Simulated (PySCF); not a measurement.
# B2Cl4H4P2: core ionisation energies

(Cl2B-mu-PH2)2.
Bonds: B1–Cl2, B1–Cl3, B1–P4, B1–P8, P4–B5, B5–Cl6, B5–Cl7, B5–P8. Hydrogens: H9, H10 on P4; H11, H12 on P8.

The calculation used PySCF, delta-SCF UKS SCAN, pcX-2 on the ionised atom, pcseg-1 elsewhere, spin-free X2C. Binding energies are ΔSCF values: E(core-ionised, relaxed orbitals) − E(ground state) at a fixed geometry, referred to the vacuum level.

Q: List the computed XPS lines with their assignment.

A: 
| atom(s) | environment | level | binding energy (eV) | 2p1/2 (eV) | count |
| --- | --- | --- | --- | --- | --- |
| Cl2/Cl3/Cl6/Cl7 | chlorine bonded to B | Cl 1s | 2828.38 | – | 4 |
| P4/P8 | phosphorus bonded to 2 B and 2 H | P 1s | 2151.27 | – | 2 |
| Cl2/Cl3/Cl6/Cl7 | chlorine bonded to B | Cl 2p3/2 | 205.78 | 207.43 | 4 |
| B1/B5 | boron bonded to 2 Cl and 2 P | B 1s | 197.73 | – | 2 |
| P4/P8 | phosphorus bonded to 2 B and 2 H | P 2p3/2 | 137.74 | 138.63 | 2 |

Q: Express the binding energy of P 1s of P4/P8 in atomic units and per mole.

A: 2151.27 eV = 79.0577 Eh = 207566 kJ/mol.

One atom of each set of topologically equivalent atoms was ionised and stands for the set; in this conformer not all members are related by symmetry, and their own values weren't computed. Spin–orbit and ligand-field terms were added within each 2p shell after the spin-free SCF. 2p1/2 minus 2p3/2 (ligand field included): Cl 1.65 eV, P 0.89 eV. One conformer (not necessarily the lowest) at the PBE0-D3(BJ)/def2-SVP geometry, without solvent, vibrations or thermal averaging.
